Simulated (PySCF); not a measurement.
# Exercise with solution: oscillator strength and radiative lifetime

GeH2ClBr, SMILES [Cl][GeH2][Br].

The structure is a stationary point at r2SCAN-D4/def2-SVP.

TDDFT-PBE/def2-SVPD run with PySCF puts the first singlet state with f over 0.02 at 5.53 eV (vertical), with the transition dipole (-0.190, 0.344, 0.000) in atomic units.

**Question.** Find the oscillator strength, the wavelength and the radiative lifetime that this transition would have in vacuum if emission retraced absorption.

**Answer.** 
|μ|² = 0.1544 au, so |μ| = 1.00 D. ΔE = 5.53/27.211 = 0.2032 hartree. f = (2/3) ΔE |μ|² = 0.021 (the program prints 0.021).
λ = 1239.84/5.53 = 224 nm; ν = 44602 cm⁻¹.
Einstein's coefficient A = 0.6670 ν² f s⁻¹ (ν in cm⁻¹) = 2.8e7 s⁻¹, so τ = 1/A = 36 ns. This state is S2; the lower singlet has f = 0.010. The figure is the radiative limit of this one transition; relaxation, internal conversion, crossing to triplets and a medium change what is measured.
